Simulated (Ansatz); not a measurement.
Reaction (formal exchange of groups at the Si–H bond): `F[SiH]1C=N1` + `C/N=C/O` → `O[Si]1(F)C=N1` + `C=NC`

Gas-phase electronic energies from Ansatz, PBE0-D4/def2-TZVP geometries. CCSD(T)/CBS adds triple-zeta CCSD(T) − MP2 to the extrapolated MP2 energy (def2 sets, frozen cores). DFT in def2-TZVPP. One conformer a species, not always the lowest.

`F[SiH]1C=N1`:

Cartesian coordinates in Å:
```
F 0.878 -0.237 1.810
Si -0.129 -0.335 0.588
C 0.249 0.311 -0.998
N -0.500 1.119 -0.324
H -1.162 -1.319 0.922
H 0.663 0.460 -1.997
```

`C/N=C/O`:

Z-matrix (Å, degrees):
```
C
N 1 1.439
H 1 1.093 2 109.7
H 1 1.099 2 113.7 3 121.4
H 1 1.093 2 109.7 3 -117.1
C 2 1.254 1 118.2 3 -121.4
O 6 1.339 2 122.8 1 180.0
H 6 1.094 2 125.9 1 0.0
H 7 0.968 6 106.5 2 0.0
```

`O[Si]1(F)C=N1`:

```xyz
7

O    -0.409   -1.270   -1.173
Si    0.087   -0.514    0.168
F     0.687   -1.656    1.071
C     0.412    1.180    0.419
N    -0.751    0.819    0.892
H    -0.867   -0.743   -1.831
H     0.841    2.184    0.453
```

`C=NC`:

```xyz
8

C     0.447    1.217   -0.089
N    -0.224    0.422    0.617
C    -0.386   -0.927    0.145
H     0.911    0.930   -1.044
H     0.586    2.244    0.246
H     0.106   -1.121   -0.820
H     0.012   -1.617    0.893
H    -1.453   -1.147    0.052
```

```json
{"level": "PBE0", "ΔE (kJ/mol)": "-92.5"}
{"level": "CCSD/def2-TZVPP", "ΔE (kJ/mol)": "-113.3"}
```

Q: What does CCSD(T)/CBS give? (An estimate is asked.)

A: Ansatz gave: -112.7 kJ/mol. The listed levels differ from it by 20.2, -0.6 kJ/mol.

Q: What do rigid-rotor, harmonic-oscillator terms from PBE0-D4/def2-TZVP frequencies (298.15 K, 1 bar) make of the CCSD(T)/CBS value? (Best estimate.)

A: Ansatz gave: ΔZPE = +1.5 kJ/mol, ΔH = -110.3 kJ/mol, ΔS = 3 J/(mol·K), ΔG = -111.1 kJ/mol.

Largest T1 diagnostic among the species: 0.014.

In def2-TZVPP, CCSD(T) changes the Hartree–Fock value by +6.5 kJ/mol (the triples alone add +3.2 kJ/mol) and MP2 by +5.2 kJ/mol. At CCSD(T), def2-SVP lies +34.8 kJ/mol from the extrapolated value and def2-TZVPP +2.6 kJ/mol.
